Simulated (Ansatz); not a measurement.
Computed with Ansatz.

C$_{3}$H$_{7}$F$_{2}$In (`C[CH](C)[In]([F])[F]`) at its PBE0-D4/def2-TZVP geometry, where that method's forces vanish. Charge 0, multiplicity 1. In: def2 effective core potential.

```csv
atom,x (Å),y (Å),z (Å)
C1,0.9986,-0.1905,1.1261
C2,-0.0452,0.4124,0.1990
C3,0.5336,0.8558,-1.1354
In4,-1.7070,-0.9360,-0.0810
F5,-2.8725,-1.0496,-1.6395
F6,-2.3391,-2.2826,1.1790
H7,1.7908,0.5437,1.3138
H8,1.4753,-1.0702,0.6862
H9,0.5832,-0.4850,2.0916
H10,-0.5139,1.2699,0.6925
H11,0.9874,0.0237,-1.6797
H12,1.3232,1.5970,-0.9650
H13,-0.2142,1.3110,-1.7875
```

(1) For each bond, give half the difference of the two atoms' forces along it (eV/Å; positive pushes the atoms apart) under PBE-D4, r2SCAN-D4, B3LYP-D4, ωB97M-V in def2-TZVPP. (Estimate.)

Answers

(1) The calculation gave: 
```tsv
bond	length (Å)	PBE-D4	r2SCAN-D4	B3LYP-D4	ωB97M-V
C1–C2	1.521	-0.04	0.07	0.13	0.21
C1–H7	1.096	0.14	0.00	-0.06	-0.11
C1–H8	1.093	0.10	-0.04	-0.07	-0.06
C1–H9	1.092	0.09	-0.04	-0.08	-0.07
C2–C3	1.521	-0.04	0.07	0.13	0.21
C2–In4	2.158	-0.10	0.00	0.05	-0.20
C2–H10	1.095	0.10	-0.05	-0.17	-0.13
C3–H11	1.093	0.10	-0.04	-0.07	-0.06
C3–H12	1.096	0.14	0.00	-0.06	-0.11
C3–H13	1.092	0.09	-0.04	-0.08	-0.07
In4–F5	1.949	0.39	0.08	0.18	0.04
In4–F6	1.950	0.39	0.08	0.18	0.03
```

B3LYP here is the variant with VWN-RPA as its local correlation; programs differ in this.
